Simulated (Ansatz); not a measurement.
Isomers of C₃H₆FNSi, relaxed with PBE0-D4/def2-TZVP in Ansatz; electronic energies, one conformer each and not always the lowest. Functionals use def2-TZVPP; CBS adds triple-zeta CCSD(T) − MP2 to the MP2 limit of def2-TZVPP and def2-QZVPP.

(1) Order them by energy at frozen-core CCSD(T)/CBS, lowest first. (Best estimate.)
A. `C#CN(C)[SiH2]F`
B. `C=N/C([SiH3])=C\F`
C. `C[Si](C)(F)C#N`
D. `FC1=NCC[SiH2]1`
E. `C=C=C(F)N[SiH3]`
F. `F[SiH2]C1C=NC1`
G. `NC1(F)C=C[SiH2]1`
H. `C=N/C(F)=C/[SiH3]`

(2) How do B3LYP-D4, MP2/CBS(def2), ωB97M-V, B3LYP place them (kJ/mol, against `C[Si](C)(F)C#N`)? (Estimate.)

Answers

(1) C (0.0 kJ/mol), A (245.8 kJ/mol), F (250.7 kJ/mol), D (325.1 kJ/mol), G (399.7 kJ/mol), H (418.3 kJ/mol), E (435.3 kJ/mol), B (452.1 kJ/mol).

(2) The calculation gave: 
```tsv
isomer	B3LYP-D4	MP2/CBS(def2)	ωB97M-V	B3LYP
`F[SiH2]C1C=NC1`	251.5	259.1	248.6	253.8
`C#CN(C)[SiH2]F`	233.5	245.9	248.0	235.0
`NC1(F)C=C[SiH2]1`	390.5	415.0	388.3	394.6
`C=N/C(F)=C/[SiH3]`	388.0	444.8	409.9	387.3
`FC1=NCC[SiH2]1`	309.7	341.6	311.6	314.1
`C=N/C([SiH3])=C\F`	422.9	477.5	444.9	425.4
`C=C=C(F)N[SiH3]`	401.8	457.4	422.7	402.5
```

B3LYP here is the variant with VWN-RPA as its local correlation; programs differ in this.
